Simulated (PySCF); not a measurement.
Compound: C7H5FO.
Atom-mapped SMILES: `[O:1]=[CH:2][c:3]1[cH:4][cH:5][cH:6][c:7]([F:8])[cH:9]1` (hydrogens: H10 on C2; H11 on C4; H12 on C5; H13 on C6; H14 on C9)

Structure optimised with GFN2-xTB, isolated species.

Question: List the bond lengths, angles and torsions at this level.

Answer: 
```json
{"bond": "O1=C2", "length (Å)": "1.203"}
{"bond": "C2–C3", "length (Å)": "1.471"}
{"bond": "C3–C4", "length (Å)": "1.395"}
{"bond": "C4–C5", "length (Å)": "1.382"}
{"bond": "C5–C6", "length (Å)": "1.386"}
{"bond": "C6–C7", "length (Å)": "1.386"}
{"bond": "C7–F8", "length (Å)": "1.347"}
{"bond": "C7–C9", "length (Å)": "1.380"}
{"bond": "C3–C9", "length (Å)": "1.393"}
{"bond": "C2–H10", "length (Å)": "1.108"}
{"bond": "C4–H11", "length (Å)": "1.079"}
{"bond": "C5–H12", "length (Å)": "1.079"}
{"bond": "C6–H13", "length (Å)": "1.079"}
{"bond": "C9–H14", "length (Å)": "1.079"}
```

A selection of angles:
```json
{"angle": "O1–C2–C3", "degrees": "125.1"}
{"angle": "O1–C2–H10", "degrees": "121.2"}
{"angle": "C3–C2–H10", "degrees": "113.7"}
{"angle": "C2–C3–C4", "degrees": "119.9"}
{"angle": "C2–C3–C9", "degrees": "120.2"}
{"angle": "C4–C3–C9", "degrees": "119.9"}
{"angle": "C3–C4–C5", "degrees": "120.4"}
{"angle": "C3–C4–H11", "degrees": "118.3"}
{"angle": "C5–C4–H11", "degrees": "121.3"}
{"angle": "C4–C5–C6", "degrees": "120.2"}
{"angle": "C4–C5–H12", "degrees": "120.2"}
{"angle": "C6–C5–H12", "degrees": "119.7"}
{"angle": "C5–C6–C7", "degrees": "118.9"}
{"angle": "C5–C6–H13", "degrees": "121.6"}
{"angle": "C7–C6–H13", "degrees": "119.5"}
{"angle": "C6–C7–F8", "degrees": "118.8"}
{"angle": "C6–C7–C9", "degrees": "122.1"}
{"angle": "F8–C7–C9", "degrees": "119.1"}
{"angle": "C7–C9–H14", "degrees": "120.2"}
{"angle": "C3–C9–C7", "degrees": "118.6"}
{"angle": "C3–C9–H14", "degrees": "121.2"}
```

Torsions: O1–C2–C3–C4 0° (synperiplanar).

The C–C distances run from 1.380 Å (C7–C9, aromatic) to 1.471 Å (C2–C3, drawn single), a spread of 0.091 Å. Of the pairs four or more bonds apart, O1···H11 is among the closest relative to their van der Waals radii: 2.56 Å, 94 % of the sum of Bondi's values. The 9 heavy atoms lie in one plane (0.000 Å rms). The 6-membered ring C3–C4–C5–C6–C7–C9 has internal angles of 118.6° to 122.1°; it is planar, 0.00 Å rms from its mean plane, widest ring torsion 0°.

Point group: Cs (tolerance 0.08 Å). Not checked by GFN2-xTB frequencies. One conformer, not necessarily the lowest.

These are computed values.
